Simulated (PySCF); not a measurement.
# Core-level binding energies of ZnMe(OMe)

Species: ZnMe(OMe), C₂H₆OZn (singlet state).
Z-matrix (Å and degrees, PBE0-D3(BJ)/def2-SVP geometry), rows numbered from 1:
```
Zn
C   1  1.9260
H   2  1.1011  1  111.01
H   2  1.1011  1  110.88  3  -119.93
H   2  1.1011  1  110.98  3   119.97
O   1  1.7763  2  174.65  3   176.05
C   6  1.3820  1  129.76  2  -172.27
H   7  1.1117  6  113.81  1    60.05
H   7  1.1118  6  113.77  1   -62.10
H   7  1.1075  6  110.06  1   178.99
```

Computed, not measured: PySCF 2.14.0, delta-SCF UKS SCAN, pcX-2 on the ionised atom (unc-x2c-TZVPall on a metal), pcseg-1 elsewhere, spin-free X2C. Vertical ΔSCF values, vacuum level as zero.

Problem. What binding energy does each computed site have?

Solution. 
| atom(s) | environment | level | binding energy (eV) | above the level's lowest (eV) | count |
| --- | --- | --- | --- | --- | --- |
| C2 | carbon bonded to Zn and 3 H | C 1s | 290.09 | 0.00 | 1 |
| O6 | oxygen bonded to C and Zn | O 1s | 536.64 | 0.00 | 1 |
| C7 | carbon bonded to O and 3 H | C 1s | 291.68 | +1.59 | 1 |

Lowest listed C 1s: C2, bonded to 3 H and Zn. Highest, 1.59 eV above it: C7, bonded to O and 3 H.

Problem. Which photon energy gives electrons from C 1s of C7 a kinetic energy of 50 eV, and what is their de Broglie wavelength?

Solution. hν = 291.68 + 50 = 341.68 eV, recoil neglected; λ = 12.264 Å/√(E/eV) = 1.73 Å.

Not every level is listed. No level of zinc is listed. Geometry: PBE0-D3(BJ)/def2-SVP; no solvent, vibrations or thermal averaging. Metal 2p energies of this one-determinant scheme are less reliable than its 1s energies.
